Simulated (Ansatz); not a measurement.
Basis-set extrapolation for `[F][Al]([F])[CH]1CC1` (PBE0-D4/def2-TZVP geometry, frozen core, the Gaussian-basis code of Ansatz). Multiplicity 1, RHF reference.

```tsv
	def2-TZVPP	def2-QZVPP
HF	-557.587540	-557.610176
MP2 correlation	-1.077538	-1.164062
CCSD(T) correlation	-1.141934	not run
```

Energies in hartree. Use E(X) = E(∞) + A·exp(−7.88·√X) for Hartree–Fock and E(X) = E(∞) + B·X^(−2.97) for correlation, with X = 3 and 4, and add CCSD(T) minus MP2 of the smaller set to the MP2 limit.

Question: What is the CCSD(T) energy at the basis-set limit?

Answer: HF limit: -557.610176 + (-0.022636) × 0.13774 = -557.61329. MP2 limit: -1.164062 + (-0.086524) × 0.74074 = -1.22815. Higher-order term: -1.141934 − (-1.077538) = -0.06440. Total: -558.90584 hartree, 463.0 kJ/mol below CCSD(T)/def2-TZVPP.
